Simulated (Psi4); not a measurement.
Complex: CH2O (SMILES C=O) (first 4 atoms) with GeH4 (SMILES [GeH4]); geometry from B3LYP-D3(BJ)/def2-TZVP, rigid monomers moved along the line of their centres of mass till O2···Ge5 is 5.85 Å.
(charge 0, multiplicity 1):
```csv
atom,x (Å),y (Å),z (Å)
C,0.4913,-0.5772,0.3905
O,0.4346,0.4764,0.9614
H,0.7265,-0.6448,-0.6885
H,0.3112,-1.5352,0.9144
Ge,-0.8046,0.0859,6.6664
H,-1.1378,-0.2413,8.1347
H,-0.7865,-1.2348,5.8784
H,0.5746,0.7522,6.6025
H,-1.8831,1.0181,6.1032
```

These are Psi4 1.11 with SAPT0/aug-cc-pVDZ values and carry that method's errors.

### Question
Give the four SAPT terms and the total, and say what mostly holds the pair together.

### Answer
electrostatics -0.08, exchange 0.00, induction -0.01, dispersion -0.06, total -0.15 kcal/mol; the largest attraction is electrostatics.
